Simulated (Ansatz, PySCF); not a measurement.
tetrasiletane (H8Si4), SMILES [SiH2]1[SiH2][SiH2][SiH2]1. Atoms are numbered in the order given.

```xyz
12

Si     1.1454     1.1454    -0.2852
Si     1.1453    -1.1453     0.2851
Si    -1.1454    -1.1454    -0.2852
Si    -1.1453     1.1453     0.2851
H      2.0864     2.0864     0.3945
H      1.2804     1.2804    -1.7708
H      1.2800    -1.2800     1.7707
H      2.0863    -2.0863    -0.3943
H     -2.0864    -2.0864     0.3945
H     -1.2804    -1.2804    -1.7708
H     -1.2800     1.2800     1.7707
H     -2.0863     2.0863    -0.3943
```

Coordinates come from a PBE0-D3(BJ)/def2-SVP optimisation.

Two levels are set side by side: PBE-D3(BJ)/def2-SVP (Ansatz, a first-principles code) and PBE0-D3(BJ)/def2-SVP (Ansatz). Each level has its own optimised geometry; the coordinates shown are those of the second. Frequencies come from the Hessian of PySCF at each geometry. Differences are taken from unrounded values.

| quantity | PBE0-D3(BJ) | PBE-D3(BJ) | PBE-D3(BJ) minus PBE0-D3(BJ) |
|---|---|---|---|
| mean bond length (Å) | 1.784 | 1.795 | 0.010 |
| bond Si1–Si2 (Å) | 2.361 | 2.370 | 0.009 |
| bond Si1–Si4 (Å) | 2.361 | 2.370 | 0.009 |
| bond Si2–Si3 (Å) | 2.361 | 2.370 | 0.009 |
| bond Si3–Si4 (Å) | 2.361 | 2.370 | 0.009 |
| bond Si1–H5 (Å) | 1.494 | 1.506 | 0.011 |
| bond Si1–H6 (Å) | 1.498 | 1.508 | 0.010 |
| bond Si2–H7 (Å) | 1.498 | 1.508 | 0.010 |
| bond Si2–H8 (Å) | 1.494 | 1.506 | 0.011 |
| bond Si3–H9 (Å) | 1.494 | 1.506 | 0.011 |
| bond Si3–H10 (Å) | 1.498 | 1.508 | 0.010 |
| bond Si4–H11 (Å) | 1.498 | 1.508 | 0.010 |
| bond Si4–H12 (Å) | 1.494 | 1.506 | 0.011 |
| highest harmonic wavenumber (cm⁻¹) | 2232 | 2163 | -70 |
| mean harmonic wavenumber (cm⁻¹) | 994 | 960 | -34 |
| zero-point energy (kcal/mol) | 42.63 | 41.19 | -1.44 |

GGA bonds tend to be longer and softer than those of functionals with exact exchange. Differences between two approximate levels are no errors against the true value.
